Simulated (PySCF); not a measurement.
VF₅, SMILES [F][V]([F])([F])([F])[F], multiplicity 1.

Geometry: PBE-D3(BJ)/def2-SVP. The spin state was assumed, not searched. The isomer is the one that the SMILES or the coordinates give; other isomers of the formula were not compared.

These are PBE-D3(BJ)/def2-SVP (PySCF) values and carry that method's errors.

Frequencies are harmonic and unscaled.

Modes within 1.5 cm⁻¹ of each other (mostly degenerate sets) share a row, with their intensities summed.

Computed vibrational spectrum:
```
mode   ν (cm⁻¹)  IR (km/mol)  moving atoms (share of kinetic energy)
-----  --------  -----------  --------------------------------------
1–2         114          2.6                                 F 100 %
3–4         278         34.0                          F 73 %, V 27 %
5           334         12.7                          F 79 %, V 21 %
6–7         342          0.0                                 F 100 %
8           602          0.0                                 F 100 %
9           708          0.0                                 F 100 %
10          750        245.3                          F 56 %, V 44 %
11–12       805        334.9                          F 62 %, V 38 %
```
